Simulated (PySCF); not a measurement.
def2 core potentials replace the inner electrons of Sn.

**C3H9O3Sn, SMILES `C[O][Sn]([O]C)[O]C` (charge 0, multiplicity 2)**

The numbers are results of CAM-B3LYP-D3(BJ)/def2-SVP // PBE0-D3(BJ)/def2-SVP (PySCF), not measurements.

```json
{
  "highest_occupied_spin_orbital": "-7.95 eV",
  "dipole_moment": "0.97 D",
  "total_energy": "-559.2587 Ha",
  "cost": "roughly 5 core-minutes"
}
```

```xyz
16

C     -1.7677    -2.0180     0.2777
O     -1.6224    -0.7841    -0.3659
Sn     0.1142    -0.2123    -1.2010
O      0.2487     1.7098    -0.6289
C     -0.8831     2.5100    -0.4378
O      1.4702    -1.1044    -0.0156
C      2.6262    -0.4464     0.4185
H     -2.6391    -1.9518     0.9531
H     -0.8862    -2.2964     0.8834
H     -1.9709    -2.8441    -0.4303
H     -1.2630     2.9400    -1.3843
H     -1.7155     1.9722     0.0515
H     -0.5976     3.3587     0.2090
H      3.0016    -0.9690     1.3162
H      2.4469     0.6104     0.6881
H      3.4378    -0.4745    -0.3336
```
Charge 0, spin multiplicity 2.
